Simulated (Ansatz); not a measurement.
Total energies of C$_{2}$H$_{5}$BS$_{2}$ (`SCC1BS1`).

Cartesian coordinates in Å:
```
S 0.421 2.140 0.465
C 0.683 0.360 0.690
C -0.529 -0.428 0.272
B -0.678 -1.069 -1.112
S -0.303 -2.282 0.074
H 0.249 2.101 -0.866
H 1.574 0.037 0.150
H 0.885 0.246 1.758
H -1.424 -0.177 0.838
H -0.877 -0.928 -2.269
```

Charge 0, multiplicity 1. Geometry: relaxed with PBE0-D4/def2-TZVP. It is one conformer, not always the lowest. Basis def2-TZVPP, Ansatz 0.2.0.

RPA on PBE orbitals: Hartree–Fock energy of these orbitals -898.38158 Eh, correlation -1.32197 Eh (frozen core).

```json
{"functional": "PBE", "energy without D4 (Eh)": "-900.01612", "D4 term (kJ/mol)": "-24.6"}
{"functional": "BLYP", "energy without D4 (Eh)": "-900.44385", "D4 term (kJ/mol)": "-54.4"}
{"functional": "B97M-V", "energy without D4 (Eh)": "-900.32129", "D4 term (kJ/mol)": "–"}
{"functional": "PBE0", "energy without D4 (Eh)": "-900.09733", "D4 term (kJ/mol)": "-20.9"}
{"functional": "B3LYP", "energy without D4 (Eh)": "-900.54581", "D4 term (kJ/mol)": "-39.9"}
{"functional": "r2SCANh", "energy without D4 (Eh)": "-900.37962", "D4 term (kJ/mol)": "-6.5"}
{"functional": "r2SCAN0", "energy without D4 (Eh)": "-900.36934", "D4 term (kJ/mol)": "-7.2"}
{"functional": "HSE06 (plane-wave form)", "energy without D4 (Eh)": "-900.07602", "D4 term (kJ/mol)": "-19.5"}
{"functional": "BHLYP", "energy without D4 (Eh)": "-900.43416", "D4 term (kJ/mol)": "-30.3"}
{"functional": "CAM-B3LYP", "energy without D4 (Eh)": "-900.45736", "D4 term (kJ/mol)": "-21.3"}
{"functional": "LC-ωPBE", "energy without D4 (Eh)": "-900.19902", "D4 term (kJ/mol)": "–"}
{"functional": "ωB97X-V", "energy without D4 (Eh)": "-900.35734", "D4 term (kJ/mol)": "–"}
{"functional": "B2PLYP", "energy without D4 (Eh)": "-900.15087", "D4 term (kJ/mol)": "–"}
{"functional": "PBE-QIDH", "energy without D4 (Eh)": "-899.90899", "D4 term (kJ/mol)": "–"}
```

Problem. Give the same for LDA (SPW92), revPBE, r2SCAN, ωB97M-V. (Best estimate.)

Solution. Computed: 
```json
{"functional": "LDA (SPW92)", "energy without D4 (Eh)": "-896.74462", "D4 term (kJ/mol)": "–"}
{"functional": "revPBE", "energy without D4 (Eh)": "-900.33327", "D4 term (kJ/mol)": "-74.9"}
{"functional": "r2SCAN", "energy without D4 (Eh)": "-900.38722", "D4 term (kJ/mol)": "-6.0"}
{"functional": "ωB97M-V", "energy without D4 (Eh)": "-900.40961", "D4 term (kJ/mol)": "–"}
```

B3LYP takes the VWN-RPA correlation (the form of Gaussian; ORCA's B3LYP/G). HSE06 is the plane-wave form, built on full-range PBE exchange. The double hybrids freeze the cores in their second-order part.

LC-ωPBE has ω = 0.4 bohr⁻¹.
